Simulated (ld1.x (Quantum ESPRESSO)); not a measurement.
**Which change was made? (Pd, TM)**

```json
{
  "Element": "palladium (Pd)",
  "Generator": "ld1.x (Quantum ESPRESSO) 7.5",
  "Type": "norm-conserving Troullier–Martins (Kleinman–Bylander form)",
  "Functional": "PBE",
  "Relativity": "fully relativistic",
  "Frozen core": "[Ar] 3d10",
  "Valence charge": "18",
  "Reference configuration": "4s2 4p6 4d9.5 5s0 5p0 (charge +0.5)",
  "Partial waves": "4p (bound): rc 0.95 bohr; 4d (bound): rc 1.90 bohr; 4s (bound): rc 1.05 bohr",
  "Local potential": "the s channel",
  "Core correction": "Bessel-smoothed model core inside 0.75 bohr"
}
```

Open shells are filled in proportion to 2j + 1 (rel_dist='average').

Cutoffs, loose and tight: the cutoffs (Ry, on a coarse ladder) from which the occupation-weighted sum of valence levels, in a spherical-Bessel basis at the reference potential, stays within 10 and 1 mRy of its value at 400 Ry. They do not see the model core or the augmentation charge, which bear on the density cutoff. Test errors are all-electron minus pseudo excitation energies from the reference, over the configurations 4s2 4p6 4d10 5s0 5p0; 4s2 4p6 4d9 5s0 5p0; 4s2 4p6 4d8 5s0 5p0; 4s2 4p6 4d9 5s1 5p0; 4s2 4p5 4d10 5s0 5p0; 4s2 4p6 4d9 5s0 5p1; 4s2 4p6 4d6 5s0 5p0; variants that change the core or the reference have their own tests.

The base gives: outcome: generated; bound ghosts: not determined; largest test error (meV): +98.

Q: After one change the result is: outcome: generated; bound ghosts: not determined; largest test error (meV): +69. Which change was it?
A. wave 4s (bound): rc 1.05 bohr becomes 4s (bound): rc 1.16 bohr
B. type ultrasoft; waves now 4s (bound): rc 1.05 bohr; 5s (bound): rc 1.05 bohr; 4p (bound): rc 0.95 bohr; 5p (bound): rc 0.95 bohr; 4d (bound): rcut 1.65, rcutus 1.90 bohr; 4d channel at 2.15 Ry: rcut 1.65, rcutus 1.90 bohr; local potential all-electron potential smoothed inside 0.75 bohr (lloc = -2); augmentation built from norm-conserving waves at rcut, not smoothed further
C. all radii but the core radius scaled by about 0.87 (s 0.92, p 0.82, d 1.66 bohr)

A: C. The others give: type ultrasoft; waves now 4s (bound): rc 1.05 bohr; 5s (bound): rc 1.05 bohr; 4p (bound): rc 0.95 bohr; 5p (bound): rc 0.95 bohr; 4d (bound): rcut 1.65, rcutus 1.90 bohr; 4d channel at 2.15 Ry: rcut 1.65, rcutus 1.90 bohr; local potential all-electron potential smoothed inside 0.75 bohr (lloc = -2); augmentation built from norm-conserving waves at rcut, not smoothed further → outcome: generated, overlap not positive; bound ghosts: not determined (overlap not positive); largest test error (meV): -1792 | wave 4s (bound): rc 1.05 bohr becomes 4s (bound): rc 1.16 bohr → outcome: generated; bound ghosts: not determined; largest test error (meV): +195. A file whose overlap is not positive is unfit for use, and its test errors describe a broken file.
